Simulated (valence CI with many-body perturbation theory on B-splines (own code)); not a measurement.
E1 transitions of Rb XXXI

Calculated by configuration interaction combined with many-body perturbation theory (CI+MBPT): five valence electrons over a frozen Dirac-Fock core [He], a basis of 11 s, 11 p, 10 d, 8 f, 5 g, 2 h functions for each j, with the one-electron correlation potential Σ1 (screened to all orders), the two-electron term Σ2, the three-electron term Σ3, Breit, model QED; selected single and double excitations, second order for the rest, scaled by the run's own slope (own B-spline code, finite nucleus).

No measured spectrum was set against this ion. As an estimate, large intervals hold to a few tenths of a per cent, small ones and those within an open d or f shell to about a per cent. Among the levels kept, up to 5300 cm⁻¹ of a level comes from second order outside the variational space, and about a tenth of that is noise between levels of different J, which matters for small intervals.

Lines 101 to 150 of 592 in falling wavelength, among levels below 19705 × 10³ cm⁻¹, chosen from the strongest by gf and those to the six lowest levels. Wavelengths and rates use the calculated energies. Electric multipoles are in the length gauge with retardation, E1 and E2 with the static RPA response of the core. Weak lines are less certain than strong ones. Lines between different terms over intervals too small for the method are left out, as are lines whose strength nearly cancels. Where a level lies close to another of its J and parity, the split of strength between their lines is uncertain. The highest levels of a list are the least certain.

Levels are named by their leading jj configuration (3d3/2^4 stands for four electrons in 3d with j = 3/2), which in mixed levels can hold well under half, so a name can repeat and another be missing. Letters in brackets count levels of one name in rising energy.

| λ vac (nm) | Upper | Lower | A (s⁻¹) | S (a.u.) with core polarisation | S without |
| --- | --- | --- | --- | --- | --- |
| 21.08 | (2s 2p1/2 2p3/2^2 3d5/2) J=7/2 [c] | (2s 2p1/2 2p3/2^2 3p1/2) J=5/2 [c] | 2.58e+09 | 9.53e-02 | 9.53e-02 |
| 21.06 | (2s 2p3/2^3 3p3/2) J=3/2 [b] | (2s 2p3/2^3 3s) J=1/2 | 5.88e+09 | 1.08e-01 | 1.08e-01 |
| 21.00 | (2s 2p1/2 2p3/2^2 3d3/2) J=3/2 [b] | (2s 2p1/2 2p3/2^2 3p1/2) J=5/2 [b] | 5.69e+09 | 1.04e-01 | 1.04e-01 |
| 20.96 | (2s^2 2p3/2^2 3p3/2) J=7/2 | (2s^2 2p3/2^2 3s) J=5/2 | 9.35e+09 | 3.40e-01 | 3.40e-01 |
| 20.94 | (2s^2 2p1/2 2p3/2 3p3/2) J=5/2 [a] | (2s^2 2p1/2 2p3/2 3s) J=3/2 [a] | 8.74e+09 | 2.38e-01 | 2.38e-01 |
| 20.88 | (2s^2 2p1/2 2p3/2 3p3/2) J=7/2 | (2s^2 2p1/2 2p3/2 3s) J=5/2 | 9.87e+09 | 3.55e-01 | 3.55e-01 |
| 20.86 | (2s 2p1/2 2p3/2^2 3p3/2) J=5/2 [e] | (2s 2p1/2 2p3/2^2 3s) J=3/2 [d] | 9.65e+09 | 2.59e-01 | 2.59e-01 |
| 20.79 | (2s 2p1/2^2 2p3/2 3p3/2) J=5/2 [b] | (2s^2 2p3/2^2 3p3/2) J=3/2 [a] | 3.68e+09 | 9.80e-02 | 9.80e-02 |
| 20.78 | (2s 2p1/2 2p3/2^2 3p3/2) J=9/2 | (2s 2p1/2 2p3/2^2 3s) J=7/2 | 1.15e+10 | 5.09e-01 | 5.09e-01 |
| 20.77 | (2s 2p1/2 2p3/2^2 3p3/2) J=5/2 [a] | (2s 2p1/2 2p3/2^2 3s) J=5/2 [a] | 3.85e+09 | 1.02e-01 | 1.02e-01 |
| 20.69 | (2s 2p1/2^2 2p3/2 3p3/2) J=7/2 | (2s 2p1/2^2 2p3/2 3s) J=5/2 | 1.13e+10 | 3.97e-01 | 3.97e-01 |
| 20.65 | (2s 2p1/2^2 2p3/2 3d3/2) J=5/2 [a] | (2s 2p1/2^2 2p3/2 3p1/2) J=5/2 | 4.52e+09 | 1.18e-01 | 1.18e-01 |
| 20.53 | (2s 2p1/2 2p3/2^2 3p3/2) J=7/2 [a] | (2s 2p1/2 2p3/2^2 3s) J=7/2 | 4.40e+09 | 1.50e-01 | 1.50e-01 |
| 20.52 | (2s^2 2p1/2 2p3/2 3p3/2) J=3/2 [c] | (2s^2 2p1/2 2p3/2 3s) J=3/2 [b] | 5.79e+09 | 9.87e-02 | 9.87e-02 |
| 20.52 | (2s 2p1/2 2p3/2^2 3d5/2) J=9/2 [b] | (2s 2p1/2 2p3/2^2 3p1/2) J=7/2 [b] | 3.54e+09 | 1.51e-01 | 1.51e-01 |
| 20.51 | (2s 2p1/2^2 2p3/2 3d3/2) J=7/2 | (2s 2p1/2^2 2p3/2 3p1/2) J=5/2 | 6.00e+09 | 2.05e-01 | 2.05e-01 |
| 20.49 | (2s 2p1/2 2p3/2^2 3p3/2) J=5/2 [d] | (2s 2p1/2 2p3/2^2 3s) J=3/2 [c] | 4.10e+09 | 1.04e-01 | 1.04e-01 |
| 20.47 | (2s 2p1/2 2p3/2^2 3d5/2) J=3/2 [b] | (2s 2p1/2 2p3/2^2 3p3/2) J=3/2 [b] | 4.20e+09 | 7.11e-02 | 7.11e-02 |
| 20.46 | (2s 2p3/2^3 3d3/2) J=1/2 | (2s 2p3/2^3 3p1/2) J=3/2 [a] | 6.95e+09 | 5.87e-02 | 5.87e-02 |
| 20.43 | (2s^2 2p3/2^2 3d3/2) J=5/2 | (2s^2 2p3/2^2 3p1/2) J=5/2 | 3.47e+09 | 8.77e-02 | 8.77e-02 |
| 20.28 | (2s 2p1/2 2p3/2^2 3d5/2) J=3/2 [a] | (2s 2p1/2 2p3/2^2 3p3/2) J=1/2 [a] | 3.41e+09 | 5.62e-02 | 5.62e-02 |
| 20.20 | (2s 2p3/2^3 3d3/2) J=3/2 | (2s 2p3/2^3 3p1/2) J=3/2 [a] | 4.73e+09 | 7.70e-02 | 7.70e-02 |
| 20.16 | (2s 2p1/2 2p3/2^2 3d5/2) J=5/2 [c] | (2s 2p1/2 2p3/2^2 3p1/2) J=3/2 [b] | 4.17e+09 | 1.01e-01 | 1.01e-01 |
| 20.12 | (2s 2p1/2 2p3/2^2 3p1/2) J=7/2 [b] | (2s 2p1/2 2p3/2^2 3s) J=5/2 [a] | 4.46e+09 | 1.44e-01 | 1.44e-01 |
| 20.10 | (2s 2p1/2^2 2p3/2 3d3/2) J=5/2 [a] | (2s 2p1/2^2 2p3/2 3p1/2) J=3/2 [a] | 3.50e+09 | 8.42e-02 | 8.42e-02 |
| 19.98 | (2s 2p1/2^2 2p3/2 3d3/2) J=3/2 [a] | (2s 2p1/2^2 2p3/2 3p1/2) J=3/2 [a] | 6.57e+09 | 1.03e-01 | 1.04e-01 |
| 19.96 | (2s 2p1/2^2 2p3/2 3d3/2) J=1/2 [a] | (2s 2p1/2^2 2p3/2 3p1/2) J=3/2 [a] | 8.89e+09 | 6.98e-02 | 6.98e-02 |
| 19.91 | (2s 2p1/2 2p3/2^2 3p3/2) J=3/2 [d] | (2s 2p1/2 2p3/2^2 3s) J=3/2 [b] | 4.34e+09 | 6.75e-02 | 6.76e-02 |
| 19.90 | (2s 2p1/2 2p3/2^2 3p3/2) J=3/2 [c] | (2s 2p1/2 2p3/2^2 3s) J=1/2 [a] | 8.75e+09 | 1.36e-01 | 1.36e-01 |
| 19.88 | (2s^2 2p1/2 2p3/2 3p3/2) J=3/2 [b] | (2s^2 2p1/2 2p3/2 3s) J=1/2 | 4.30e+09 | 6.67e-02 | 6.68e-02 |
| 19.84 | (2s 2p1/2 2p3/2^2 3p3/2) J=3/2 [f] | (2s 2p1/2 2p3/2^2 3s) J=1/2 [c] | 6.76e+09 | 1.04e-01 | 1.04e-01 |
| 19.78 | (2s 2p1/2 2p3/2^2 3p3/2) J=5/2 [d] | (2s 2p1/2 2p3/2^2 3s) J=5/2 [c] | 3.13e+09 | 7.18e-02 | 7.18e-02 |
| 19.70 | (2s^2 2p1/2^2 3p3/2) J=3/2 | (2s^2 2p1/2^2 3s) J=1/2 | 1.16e+10 | 1.75e-01 | 1.75e-01 |
| 19.66 | (2s 2p1/2 2p3/2^2 3d5/2) J=5/2 [b] | (2s 2p1/2 2p3/2^2 3p3/2) J=3/2 [b] | 3.44e+09 | 7.74e-02 | 7.74e-02 |
| 19.60 | (2s^2 2p3/2^2 3p3/2) J=3/2 [c] | (2s^2 2p3/2^2 3s) J=1/2 | 1.01e+10 | 1.50e-01 | 1.50e-01 |
| 19.60 | (2s 2p3/2^3 3p3/2) J=1/2 [a] | (2s 2p3/2^3 3s) J=3/2 [a] | 8.88e+09 | 6.60e-02 | 6.60e-02 |
| 19.58 | (2s 2p3/2^3 3p3/2) J=5/2 [a] | (2s 2p3/2^3 3s) J=5/2 | 8.44e+09 | 1.88e-01 | 1.88e-01 |
| 19.51 | (2s 2p1/2 2p3/2^2 3d5/2) J=9/2 [b] | (2s 2p1/2 2p3/2^2 3p1/2) J=7/2 [a] | 1.48e+09 | 5.44e-02 | 5.44e-02 |
| 19.48 | (2s 2p1/2 2p3/2^2 3d5/2) J=5/2 [a] | (2s 2p1/2 2p3/2^2 3p3/2) J=5/2 [a] | 2.72e+09 | 5.95e-02 | 5.95e-02 |
| 19.45 | (2s 2p1/2^2 2p3/2 3d3/2) J=5/2 [b] | (2s 2p1/2^2 2p3/2 3p1/2) J=3/2 [b] | 8.76e+09 | 1.91e-01 | 1.91e-01 |
| 19.45 | (2s^2 2p1/2 2p3/2 3p3/2) J=3/2 [a] | (2s^2 2p1/2 2p3/2 3s) J=3/2 [a] | 4.73e+09 | 6.86e-02 | 6.87e-02 |
| 19.43 | (2s 2p1/2 2p3/2^2 3p3/2) J=3/2 [a] | (2s 2p1/2 2p3/2^2 3s) J=3/2 [a] | 9.33e+09 | 1.35e-01 | 1.35e-01 |
| 19.33 | (2s^2 2p1/2 2p3/2 3d3/2) J=5/2 [a] | (2s^2 2p1/2 2p3/2 3p1/2) J=3/2 | 7.06e+09 | 1.51e-01 | 1.51e-01 |
| 19.30 | (2s 2p1/2 2p3/2^2 3p3/2) J=5/2 [b] | (2s 2p1/2 2p3/2^2 3s) J=5/2 [b] | 1.00e+10 | 2.13e-01 | 2.13e-01 |
| 19.29 | (2s 2p1/2 2p3/2^2 3p3/2) J=3/2 [e] | (2s 2p1/2 2p3/2^2 3s) J=3/2 [c] | 5.61e+09 | 7.96e-02 | 7.96e-02 |
| 19.20 | (2s^2 2p3/2^2 3d3/2) J=7/2 | (2s^2 2p3/2^2 3p1/2) J=5/2 | 7.79e+09 | 2.18e-01 | 2.18e-01 |
| 19.20 | (2s^2 2p1/2 2p3/2 3d3/2) J=7/2 | (2s^2 2p1/2 2p3/2 3p1/2) J=5/2 | 7.01e+09 | 1.96e-01 | 1.96e-01 |
| 19.19 | (2s 2p1/2^2 2p3/2 3d3/2) J=3/2 [b] | (2s 2p1/2^2 2p3/2 3p1/2) J=1/2 | 4.48e+09 | 6.25e-02 | 6.25e-02 |
| 19.13 | (2s 2p1/2^2 2p3/2 3p3/2) J=3/2 [b] | (2s 2p1/2^2 2p3/2 3s) J=1/2 | 5.70e+09 | 7.88e-02 | 7.88e-02 |
| 19.09 | (2s 2p1/2 2p3/2^2 3d3/2) J=3/2 [c] | (2s 2p1/2 2p3/2^2 3p1/2) J=1/2 [a] | 8.33e+09 | 1.14e-01 | 1.14e-01 |
